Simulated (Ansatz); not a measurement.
Reactions of C2H8BGeN (`B[CH]([GeH3])C=N`).

Isolated molecules relaxed with PBE0-D4/def2-TZVP in Ansatz; ΔE leaves out vibrations. CBS: MP2 limit from def2 TZ/QZ plus the TZ coupled-cluster correction, frozen cores. This one scheme is used for every species. Functionals use def2-TZVPP. For Br, Ge outer-core shells are correlated without core-valence functions, which leaves a few kJ/mol of doubt a bond. Scalar relativity is left out up to krypton. Each species was taken in one conformer, which may not be the lowest.

```tsv
reaction	ωB97M-V (kcal/mol)	HF/CBS(def2) (kcal/mol)	PBE0-D4 (kcal/mol)	r2SCAN-D4 (kcal/mol)	CCSD(T)/CBS(def2) (kcal/mol)
`B[CH]([GeH3])C=N` + HBr → `B[CH]([GeH3])Br` + `C=N`	12.1	9.4	13.6	13.7	11.6
`B[CH]([GeH3])C=N` + CH₃NH₂ → `CNC=N` + `B[CH2][GeH3]`	-7.4	-10.0	-8.0	-8.7	-5.7
`B[CH]([GeH3])C=N` + H₂ → `BCC=N` + GeH₄	-2.9	-13.4	-2.1	-1.5	-1.1
`B[CH]([GeH3])C=N` + `C[CH2][AlH2]` → `C[CH]([AlH2])[GeH3]` + `BCC=N`	4.3	1.0	5.0	5.1	4.1
`B[CH]([GeH3])C=N` → `[BH2][GeH2][C](C)=N`	11.5	8.5	11.0	10.7	10.3
`B[CH]([GeH3])C=N` + `CNC=O` → `CN(C=N)C=O` + `B[CH2][GeH3]`	-3.8	-5.7	-3.9	-4.7	-3.3
`B[CH]([GeH3])C=N` + HCl → `B[CH](Cl)[GeH3]` + `C=N`	14.6	12.1	16.0	16.1	15.1
`B[CH]([GeH3])C=N` + `N=C1O[SiH2]1` → `[GeH3]/[N]=C1\O[SiH2]1` + `BCC=N`	0.1	-6.9	1.4	0.9	0.5
`B[CH]([GeH3])C=N` + `O[SiH](O)O` → `O[SiH](O)[O][GeH3]` + `BCC=N`	-6.2	-16.3	-4.1	-5.2	-5.0
`B[CH]([GeH3])C=N` + CH₄ → `BC(C)C=N` + GeH₄	14.9	9.3	16.0	16.9	16.4
```

Largest T1 diagnostic: 0.017, for `N=C1O[SiH2]1`.
